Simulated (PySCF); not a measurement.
## Structure from NMR data

An unknown has the formula C5H8O4. Its calculated NMR data are:

$^{1}$H NMR (400 MHz, computed): δ 8.06 (s, 1H), 4.70 (q, 1H), 4.05 (s, 3H), 1.54 (d, 3H).

$^{13}$C{$^{1}$H} NMR (computed): δ 178.9, 165.9, 74.7, 53.0, 18.8.

A single conformation, equivalent nuclei averaged, non-relativistic Hamiltonian, no solvent model. Shielding tensors at PBE0/pcSseg-1 (GIAO); geometry from GFN2-xTB; PySCF 2.14.

Scale: $^{1}$H (σref 31.72) and $^{13}$C (σref 186.93) against TMS (reference shieldings calculated alike).

Problem. Choose the structure that fits.
A. COC(=O)[C@@H](C)OC=O
B. COC(=O)COC(C)=O
C. O=C(O)[C@@H]1CCOCO1
D. COC(=O)OC1COC1
E. O=C(O)C1COCOC1

Solution. A. 

1. Rings plus π bonds: 2 (no ring in the answer).
2. 5 carbon signals for 5 carbons: no two carbons are equivalent.
3. Carbon types of the structure: 1 × C, 2 × CH, 2 × CH3, which accounts for all hydrogens.
4. δC 178.9, 165.9: ester carbonyl carbon; lone-pair donation from the attached heteroatom keeps it upfield of a ketone carbonyl.
5. δC 74.7: sp3 CH bonded to O, α to a carbonyl; deshielded by the electronegative neighbour.
6. δC 53.0: methyl carbon bonded to O; deshielded by the electronegative neighbour.
7. δC 18.8: methyl carbon; aliphatic region, no heteroatom directly attached.
8. δH 4.70: hydrogen on an sp3 CH bonded to O, α to a carbonyl; its carbon carries O, hence the downfield position.

The others: O=C(O)[C@@H]1CCOCO1 would give 7 signals for carbon-bound and other non-exchanging H, not 4; O=C(O)C1COCOC1 would give 4 carbon signals, not 5; COC(=O)OC1COC1 would give 4 carbon signals, not 5; COC(=O)COC(C)=O would give 3 signals for carbon-bound and other non-exchanging H, not 4.

Shifts are as computed. Against solution values, carbons near 30 ppm lie about +3 ppm off and those near 130 ppm about +5 ppm. Of 1211 compounds with measured shifts, 218 miss one by over three times the rms of a fit or turn the order of signals round; such compounds aren't used in these exercises. Multiplicities follow the n + 1 count of equivalent neighbours, as no J values were calculated; m marks all less simple cases, F and P coupling included.
